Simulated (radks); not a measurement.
Values are calculated unless marked as measured or tabulated.
Problem. Ionisation of Au, [Xe] 4f14 5d10 6s1, to Au+, [Xe] 4f14 5d10, under several functionals. Scalar-relativistic Kohn-Sham, spin-polarised, spherical densities, finite nucleus; open shells are filled with parallel spins first (spin-orbit coupling, left out, can overturn this in heavy ions); a radial shooting solver on a logarithmic mesh with Libxc functionals. Known Delta-SCF values: exchange-only B88 8.931 eV; exchange-only PBE 8.952 eV. What does HCTH/407 give, and what is its highest occupied eigenvalue?

Solution. 9.542 eV by Delta-SCF; the 6s eigenvalue is -6.080 eV. NIST: 9.226 eV (measured).
